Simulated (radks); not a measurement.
The numbers below are computed, except where a source is named.
Effect of the nuclear size on the osmium ion Os+, [Xe] 4f14 5d6 6s1. Code: a radial shooting solver on a logarithmic mesh with Libxc functionals. Model: Dirac Kohn-Sham, BLYP, spin-unpolarised, spherical densities, finite nucleus; open shells are shared between the two j in proportion to 2j + 1; Fermi nuclear charge, rms radius 5.4126 fm. The rms radius is varied about that value; shifts are against it.

rms radius (fm)  total energy shift (eV)  density at nucleus (e/bohr^3)  1s1/2 shift (meV)  2s1/2 shift (meV)  4p1/2 shift (meV)  5s1/2 shift (meV)  5p1/2 shift (meV)  6s1/2 shift (meV)  6p1/2 (empty) shift (meV)
4.5087                             -22.4                      1.792e+06              -9050              -1300             -0.702              -13.1              0.255              -1.33                      0.117
5.142                              -6.99                      1.708e+06              -2820               -405             -0.221              -4.08              0.079             -0.413                      0.036
5.4126                                 0                      1.676e+06              0.000              0.000              0.000              0.000              0.000              0.000                      0.000
5.6724                              6.92                      1.647e+06               2790                401              0.220               4.04             -0.078              0.409                     -0.036
6.3869                              27.0                      1.577e+06              10900               1560              0.866               15.8             -0.303               1.60                     -0.140

Slopes of the eigenvalues against <r^2> in GHz/fm^2, as finite differences over the two radii next to the reference (eigenvalue slopes, not the field-shift constants of lines): 1s1/2 237000, 2s1/2 34000, 4p1/2 18.6, 5s1/2 343, 5p1/2 -6.62, 6s1/2 34.6, 6p1/2 (empty) -3.05.
